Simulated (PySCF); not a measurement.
Simulation results for BClH$_{2}$N

All values are calculated (PySCF 2.14.0). Calculation on a computer-drawn molecule: vertical ionisation energy to the stated ion spin, frozen-core CCSD(T) at the basis limit and cheaper methods, single-reference cases, UHF for radicals, no spin-orbit; all values are single points at the evaluated structure, the first of each entry, which is the reference or a displaced copy of it and isn't optimised; the reference structure only sets the zero of the energies above reference; triples share is (T) over the correlation energy.

Common to all runs: charge 1; multiplicity 1; ion multiplicity 2; diffuse functions no; basis cc-pV(n+d)Z; reference is the Hartree-Fock double-zeta minimum; best is HF at quadruple zeta + MP2 correlation extrapolated from triple and quadruple zeta + CCSD(T) minus MP2 at triple zeta; basis step is the size of the change from the same recipe one zeta lower.

(1) BClH$_{2}$N

Evaluated structure:
```xyz
5
BClH2N
N     -0.4376     0.0251    -0.8679
B     -1.0063     0.1819    -2.0500
Cl    -1.7096     0.3681    -3.5096
H     -0.9701    -0.0360    -0.0132
H      0.4150    -0.0303    -0.7679
```

Reference structure:
```xyz
5
BClH2N
N     -0.4365     0.0250    -0.8707
B     -1.0067     0.1785    -2.0526
Cl    -1.7102     0.3679    -3.5104
H     -0.9662    -0.0365    -0.0137
H      0.5638    -0.0402    -0.7524
```

```
ionisation energy best                    : 18.67 eV
ionisation energy basis step              : 0.08275 eV
energy above reference best               : 16.94 kcal/mol
energy above reference basis step         : 0.1867 kcal/mol
ionisation energy Koopmans at triple zeta : 19.21 eV
ionisation energy EOM CCSD at triple zeta : 18.59 eV
total energy HF triple zeta               : -539.6162 hartree
total energy CCSD(T) triple zeta          : -540.1289 hartree
total energy best                         : -540.2033 hartree
T1 diagnostic at triple zeta              : 0.01324
D1 diagnostic at triple zeta              : 0.03528
ion T1 diagnostic at triple zeta          : 0.04221
ion D1 diagnostic at triple zeta          : 0.2165
ion spin squared at triple zeta           : 0.7837
triples share at triple zeta              : 0.04092
basis functions triple zeta               : 127
```

Drawn bonds:
| atom | other atom | order |
| --- | --- | --- |
| 1 | 2 | 1 |
| 2 | 3 | 1 |
| 1 | 4 | 1 |
| 1 | 5 | 1 |

Triple zeta:
| method | ionisation energy (eV) | energy above reference (kcal/mol) |
| --- | --- | --- |
| HF | 17.46 | 15.37 |
| PBE | 18.21 | 18.45 |
| r2SCAN | 18.26 | 17.25 |
| B3LYP | 18.4 | 17.26 |
| wB97X | 18.61 | 17.14 |
| MP2 | 18.77 | 17.22 |
| CCSD | 18.52 | 16.96 |
| CCSD(T) | 18.5 | 17.26 |

(2) BClH$_{2}$N

Evaluated structure:
```xyz
5
BClH2N
N     -0.4376     0.0251    -0.8679
B     -1.0063     0.1819    -2.0500
Cl    -1.7096     0.3681    -3.5096
H     -0.9701    -0.0360    -0.0132
H      0.5112    -0.0366    -0.7566
```

Reference structure:
```xyz
5
BClH2N
N     -0.4365     0.0250    -0.8707
B     -1.0067     0.1785    -2.0526
Cl    -1.7102     0.3679    -3.5104
H     -0.9662    -0.0365    -0.0137
H      0.5638    -0.0402    -0.7524
```

```
ionisation energy best                    : 18.55 eV
ionisation energy basis step              : 0.08216 eV
energy above reference best               : 1.859 kcal/mol
energy above reference basis step         : 0.04858 kcal/mol
ionisation energy Koopmans at triple zeta : 19.12 eV
ionisation energy EOM CCSD at triple zeta : 18.48 eV
total energy HF triple zeta               : -539.6388 hartree
total energy CCSD(T) triple zeta          : -540.1533 hartree
total energy best                         : -540.2273 hartree
T1 diagnostic at triple zeta              : 0.01327
D1 diagnostic at triple zeta              : 0.03507
ion T1 diagnostic at triple zeta          : 0.04138
ion D1 diagnostic at triple zeta          : 0.2118
ion spin squared at triple zeta           : 0.7814
triples share at triple zeta              : 0.04135
basis functions triple zeta               : 127
```

Drawn bonds:
| atom | other atom | order |
| --- | --- | --- |
| 1 | 2 | 1 |
| 2 | 3 | 1 |
| 1 | 4 | 1 |
| 1 | 5 | 1 |

Triple zeta:
| method | ionisation energy (eV) | energy above reference (kcal/mol) |
| --- | --- | --- |
| HF | 17.33 | 1.22 |
| PBE | 18.11 | 2.376 |
| r2SCAN | 18.15 | 1.967 |
| B3LYP | 18.29 | 1.986 |
| wB97X | 18.49 | 1.889 |
| MP2 | 18.65 | 1.919 |
| CCSD | 18.4 | 1.826 |
| CCSD(T) | 18.39 | 1.935 |

(3) BClH$_{2}$N

Evaluated structure:
```xyz
5
BClH2N
N     -0.4376     0.0251    -0.8679
B     -1.0063     0.1819    -2.0500
Cl    -1.7096     0.3681    -3.5096
H     -0.9701    -0.0360    -0.0132
H      0.6053    -0.0427    -0.7456
```

Reference structure:
```xyz
5
BClH2N
N     -0.4365     0.0250    -0.8707
B     -1.0067     0.1785    -2.0526
Cl    -1.7102     0.3679    -3.5104
H     -0.9662    -0.0365    -0.0137
H      0.5638    -0.0402    -0.7524
```

```
ion D1 diagnostic at triple zeta : withheld
```

Drawn bonds:
| atom | other atom | order |
| --- | --- | --- |
| 1 | 2 | 1 |
| 2 | 3 | 1 |
| 1 | 4 | 1 |
| 1 | 5 | 1 |

Questions
1. Estimate the ion D1 diagnostic at triple zeta of BClH$_{2}$N (entry 3).
2. Give the table of triple zeta values for BClH$_{2}$N (entry 3).

Answers
1. 0.207
2. 
Triple zeta:
| method | ionisation energy (eV) | energy above reference (kcal/mol) |
| --- | --- | --- |
| HF | 17.19 | 1.244 |
| PBE | 18 | 0.2738 |
| r2SCAN | 18.04 | 0.6069 |
| B3LYP | 18.18 | 0.5773 |
| wB97X | 18.38 | 0.695 |
| MP2 | 18.53 | 0.6562 |
| CCSD | 18.28 | 0.7222 |
| CCSD(T) | 18.28 | 0.6282 |

Further results for BClH$_{2}$N (entry 3):

```
ionisation energy best                    : 18.44 eV
ionisation energy basis step              : 0.08131 eV
energy above reference best               : 0.6764 kcal/mol
energy above reference basis step         : 0.03404 kcal/mol
ionisation energy Koopmans at triple zeta : 19.03 eV
ionisation energy EOM CCSD at triple zeta : 18.36 eV
total energy HF triple zeta               : -539.6387 hartree
total energy CCSD(T) triple zeta          : -540.1554 hartree
total energy best                         : -540.2292 hartree
T1 diagnostic at triple zeta              : 0.01333
D1 diagnostic at triple zeta              : 0.03485
ion T1 diagnostic at triple zeta          : 0.04055
ion spin squared at triple zeta           : 0.7796
triples share at triple zeta              : 0.0418
basis functions triple zeta               : 127
```
